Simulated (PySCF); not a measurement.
**Gas-phase XPS of `CCC[SiH2]c1cccs1`, computed**

Species: C7H12SSi.
Atom-mapped SMILES: `[CH3:1][CH2:2][CH2:3][SiH2:4][c:5]1[cH:6][cH:7][cH:8][s:9]1`

Level of theory: delta-SCF UKS SCAN, pcX-2 on the ionised atom, pcseg-1 elsewhere, spin-free X2C (PySCF). Vertical ΔSCF values, vacuum level as zero.

Q: What binding energy does each computed site have?

A: 
```
atom(s)                        environment     level  binding energy (eV)  2p1/2 (eV)  above the level's lowest (eV)  count
     S9              thiophene-type sulfur      S 1s              2477.67           –                           0.00      1
    Si4                       SiH2 silicon     Si 1s              1846.05           –                           0.00      1
     C2                   chain CH2 carbon      C 1s               290.56           –                          +0.64      1
     C1                      methyl carbon      C 1s               290.51           –                          +0.59      1
     C8  aromatic CH next to a ring sulfur      C 1s               290.50           –                          +0.58      1
     C7                 aromatic CH carbon      C 1s               290.24           –                          +0.32      1
     C6                 aromatic CH carbon      C 1s               290.16           –                          +0.24      1
     C5        substituted aromatic carbon      C 1s               290.06           –                          +0.14      1
     C3        sp3 carbon bound to silicon      C 1s               289.92           –                           0.00      1
    Si4                       SiH2 silicon  Si 2p3/2               106.26      106.88                           0.00      1
```

Lowest listed C 1s: C3, bonded to C, 2 H and Si. Highest, 0.64 eV above it: C2, bonded to 2 C and 2 H. The values 290.50 and 290.51 eV lie too close for their order to be trusted.

Q: Which photon energy gives electrons from S 1s of S9 a kinetic energy of 50 eV, and what is their de Broglie wavelength?

A: hν = 2477.67 + 50 = 2527.67 eV, recoil neglected; λ = 12.264 Å/√(E/eV) = 1.73 Å.

Q: Express the binding energy of S 1s of S9 in atomic units and per mole.

A: 2477.67 eV = 91.0527 Eh = 239059 kJ/mol.

Not every level is listed. Spin–orbit and ligand-field terms were added within each 2p shell after the spin-free SCF. 2p1/2 minus 2p3/2 (ligand field included): Si 0.62 eV. One conformer (not necessarily the lowest) at the PBE0-D3(BJ)/def2-SVP geometry, without solvent, vibrations or thermal averaging.

Time: 4.8 min wall; peak memory 0.74 GiB. Hardware: one thread of an Intel Xeon Platinum 8259CL at 2.50 GHz, shared host with 96 logical CPUs at a one-minute load of 11.

Shape of the structure used: `[CH3:1][CH2:2][CH2:3][SiH2:4][c:5]1[cH:6][cH:7][cH:8][s:9]1`: C1–C2–C3–Si4 -62°, C2–C3–Si4–C5 -168°, C3–Si4–C5–C6 -132°.
